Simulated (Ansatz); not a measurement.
C6H15FNNbO, SMILES `C[O][Nb]([CH3])([F])=[N]C(C)(C)C`, 25 atoms. Charge 0, multiplicity 1. Correlated methods include outer-core shells of Nb, which these sets cover unevenly. Nb: def2 effective core potential. All runs use 6 threads of an AMD EPYC 7R13 on a shared host and a share of an NVIDIA H100 80 GB. Correlated methods freeze the cores.

**Question.** Give the basis size and wall time and peak host memory of each of these runs in Ansatz. RKS SPW92 (LDA)/def2-TZVPP energy; RKS ωB97M-V/def2-QZVPP energy; RKS BHLYP-D4/def2-TZVPP energy; RHF-MP2/def2-QZVPP energy; RKS LC-ωPBE/def2-TZVPP energy; RKS PBE0-D4/def2-TZVP relaxation (50 steps); RKS PBE0-D4/def2-QZVPP energy; RKS PBE0-D4/def2-SVP energy; direct RPA on PBE orbitals/def2-TZVPP energy; RKS r2SCAN0-D4/def2-TZVPP energy; RHF-CCSD(T)/def2-SVP energy; RHF-CCSD(T)/def2-TZVPP energy. (An estimate is asked.)

**Answer.** Ansatz gave: Other jobs shared the machine, so times are rough.

```
                                level                    job  functions  wall time  peak host memory (GiB)
           RKS SPW92 (LDA)/def2-TZVPP                 energy        545        5 s                     1.1
                 RKS PBE0-D4/def2-SVP                 energy        232      5.5 s                    0.88
direct RPA on PBE orbitals/def2-TZVPP                 energy        545        6 s                     3.2
              RKS BHLYP-D4/def2-TZVPP                 energy        545        6 s                     1.1
               RKS LC-ωPBE/def2-TZVPP                 energy        545      6.5 s                     1.2
            RKS r2SCAN0-D4/def2-TZVPP                 energy        545      6.5 s                     1.2
               RKS PBE0-D4/def2-QZVPP                 energy       1044        7 s                     1.6
                 RHF-CCSD(T)/def2-SVP                 energy        232      9.5 s                    0.84
                   RHF-MP2/def2-QZVPP                 energy       1044      9.5 s                     1.9
               RKS ωB97M-V/def2-QZVPP                 energy       1044       10 s                     1.8
                RKS PBE0-D4/def2-TZVP  relaxation (50 steps)        409      120 s                     1.1
               RHF-CCSD(T)/def2-TZVPP                 energy        545    2.3 min                       3
```

LC-ωPBE has ω = 0.4 bohr⁻¹.
